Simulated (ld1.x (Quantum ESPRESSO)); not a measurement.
**Ranking RRKJ potentials for Al**

All share these settings but for the change named:

ld1.x (Quantum ESPRESSO) 7.5 input, shortened:

```
&input
   title='Al', zed=13., rel=1, dft='PZ', iswitch=3,
   config='[Ne] 3s2 3p1'
 /
 &inputp
   pseudotype=2, tm=.false., lloc=-1, rcloc=1.45,
   nlcc=.false.
 /
2
3S  1  0   2.00   0.00  1.75  1.75  0.0
3P  2  1   1.00   0.00  2.35  2.35  0.0
 &test
   configts(1)='3s2 3p1'
 /
```

Test errors are all-electron minus pseudo excitation energies from the reference, over 3s2 3p0; 3s1 3p0; 3s2 3p0.5; 3s1 3p1; 3s0 3p3; 3s2 3p1.3; 3s1 3p2. None of these files shows a bound ghost.

The base gives 98.4 meV.

Of 8 variants that were run, those that failed, showed a ghost or another fault, or gave nearly equal values are left out.

A variant can come out equal or close to the base, since the largest error may sit in a test that the change hardly touches while other tests move.

Question: Rank these variants by their largest absolute test error, smallest first.
A. wave 3p (bound): rc 2.35 bohr becomes 3p (bound): rc 2.58 bohr
B. core correction a·sin(br)/r model core inside 1.16 bohr
C. local potential the p channel

Answer: B (26.2 meV), C (84.6 meV), A (99.6 meV).
